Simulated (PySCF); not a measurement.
Electronic structure of Si²⁺ (silicon, charge +2) at the UHF level

Configuration: [Ne] 3s2, closed-shell 1S. Calculation: PySCF 2.14, in aug-cc-pV(T+d)Z (6s5p4d2f, 55 functions); the non-relativistic Hamiltonian (point nucleus).

- Total energy: -287.994312 hartree
- One-electron energy: -390.2383 hartree
- Hartree (Coulomb) energy: 122.0209 hartree
- Exchange energy: -19.7769 hartree
- Kinetic energy: 287.93554 hartree
- ⟨S²⟩: 0.0000
- ⟨L²⟩: 0.000
- Sum of ⟨r⟩: 8.527 bohr
- Sum of ⟨r²⟩: 11.95 bohr²
- Density at the nucleus (Gaussians lack the cusp): 1740 bohr⁻³
- Langevin diamagnetic susceptibility: -9.47 ×10⁻⁶ cm³/mol

```
shell  electrons  mean orbital energy (hartree)  rms radius, mean of both spins (bohr)
   1s          2                      -69.62473                                  0.129
   2s          2                       -6.94643                                  0.613
   2p          6                       -5.04069                                  0.599
   3s          2                       -1.18193                                   2.12
```
